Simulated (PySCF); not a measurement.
A GIAO shielding run with PySCF 2.14.0 with density-fitted response routines (density fitting, non-relativistic, gas phase) on `C=C(CO)[Si@@H](O)[SiH2]NC`, C4H13NO2Si2:

```
$ OMP_NUM_THREADS=1 python probes_run.py task.json out

{"job": {"kind": "nmr", "xc": "PBE0", "basis": "pcSseg-1"}, "charge": 0, "multiplicity": 1}
C      2.378934    -2.026188     0.178536
C      1.981284    -0.803582    -0.138375
C      2.697393     0.408032     0.378091
O      1.912993     1.540593     0.064231
Si     0.473877    -0.371955    -1.197231
O     -0.173121    -1.744822    -1.823602
Si    -0.959669     0.858674     0.103846
N     -2.538081     0.188459    -0.116523
C     -3.706569     0.702385     0.553931
H      1.869494    -2.892864    -0.206748
H      3.230051    -2.220584     0.816246
H      2.857344     0.337325     1.464250
H      3.683383     0.486477    -0.104423
H      2.359387     2.340515     0.358096
H      0.953044     0.210283    -2.451815
H     -0.567187    -2.399871    -1.254733
H     -0.764389     0.755252     1.562986
H     -0.893217     2.306211    -0.185843
H     -2.770212    -0.163214    -1.033672
H     -4.489757    -0.057889     0.592234
H     -4.115203     1.595632     0.067152
H     -3.430189     0.970517     1.570946
```

Hardware: 1 thread of an Arm Neoverse N1, shared host. The job also computes population analyses, field gradients.

Question: How large is the calculation?

Answer: 88 electrons, 232 basis functions and 1246 auxiliary functions.

Question: How long does it take, and how much memory does it need?

Answer: 100 s of wall time, with 13 SCF cycles and 5 response iterations; peak memory 1.1 GiB. Times on a shared host scatter by some tens of per cent.
